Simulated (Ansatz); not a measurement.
Gas-phase electronic energies from Ansatz, PBE0-D4/def2-TZVP geometries. CCSD(T)/CBS adds triple-zeta CCSD(T) − MP2 to the extrapolated MP2 energy (def2 sets, frozen cores). This one scheme is used for every species. DFT in def2-TZVPP. B3LYP here is the variant with VWN-RPA as its local correlation; programs differ in this. Each species was taken in one conformer, which may not be the lowest.

Reaction (formal exchange of groups at a C–O bond): `N[SiH2]C(=O)O` + CH₄ → `CC(=O)[SiH2]N` + H₂O

`N[SiH2]C(=O)O`:

Cartesian coordinates in Å:
```
N 1.523 -0.954 0.254
Si 0.734 0.462 -0.283
C -1.184 0.549 -0.112
O -1.808 1.516 -0.465
O -1.781 -0.533 0.424
H 1.445 -1.809 -0.272
H 1.611 -1.143 1.239
H 1.219 1.621 0.503
H 0.973 0.636 -1.735
H -2.734 -0.345 0.446
```

CH₄:

Cartesian coordinates in Å:
```
C 0.000 0.000 0.000
H -0.203 0.345 -1.014
H 1.056 -0.250 0.094
H -0.602 -0.883 0.211
H -0.251 0.789 0.709
```

`CC(=O)[SiH2]N`:

Cartesian coordinates in Å:
```
C -1.352 -0.811 1.276
C -0.632 0.273 0.520
O -0.939 1.439 0.634
Si 0.829 -0.191 -0.665
N 1.513 1.144 -1.488
H -2.134 -0.387 1.907
H -0.639 -1.371 1.890
H -1.787 -1.526 0.571
H 0.303 -1.160 -1.665
H 1.874 -0.843 0.169
H 2.000 1.840 -0.944
H 0.965 1.594 -2.204
```

H₂O:

```xyz
3

O     0.199    0.323    0.088
H    -0.122   -0.349    0.694
H    -0.077    0.026   -0.782
```

| level | ΔE (kcal/mol) | difference from CCSD(T)/CBS |
| --- | --- | --- |
| PBE-D4 | 16.3 | 3.4 |
| r2SCAN-D4 | 17.1 | 4.2 |
| PBE0-D4 | 15.4 | 2.5 |
| B3LYP-D4 | 15.9 | 3.0 |
| ωB97X-V | 16.0 | 3.1 |
| ωB97M-V | 15.6 | 2.7 |
| B2PLYP | 16.3 | 3.4 |
| PBE | 17.0 | 4.1 |
| r2SCAN | 17.3 | 4.4 |
| PBE0 | 15.9 | 3.0 |
| B3LYP | 16.9 | 4.0 |
| HF/def2-TZVPP | 16.0 | 3.1 |
| MP2/def2-TZVPP | 14.6 | 1.7 |
| SCS-MP2/def2-TZVPP | 14.6 | 1.7 |
| CCSD/def2-TZVPP | 14.0 | 1.1 |
| CCSD(T)/def2-TZVPP | 14.3 | 1.4 |
| HF/def2-QZVPP | 15.6 | 2.7 |
| MP2/def2-QZVPP | 13.6 | 0.7 |
| SCS-MP2/def2-QZVPP | 13.7 | 0.8 |
| HF/CBS(def2) | 15.6 | 2.7 |
| MP2/CBS(def2) | 13.1 | 0.2 |
| CCSD/CBS(def2) | 12.6 | -0.3 |
| CCSD(T)/CBS | 12.9 | 0 |

Largest T1 diagnostic among the species: 0.015.

In def2-TZVPP, CCSD(T) changes the Hartree–Fock value by −1.7 kcal/mol (the triples alone add +0.3 kcal/mol) and MP2 by −1.5 kcal/mol. From PBE to PBE0 (25 % exact exchange), in def2-TZVPP and without D4, ΔE moves by −1.0 kcal/mol. The D4 term adds −1.0 kcal/mol with B3LYP and −0.6 kcal/mol with PBE0; it sums over pairs of atoms, weighted by their polarisabilities, and B3LYP, whose exchange is more repulsive, gets the larger term.
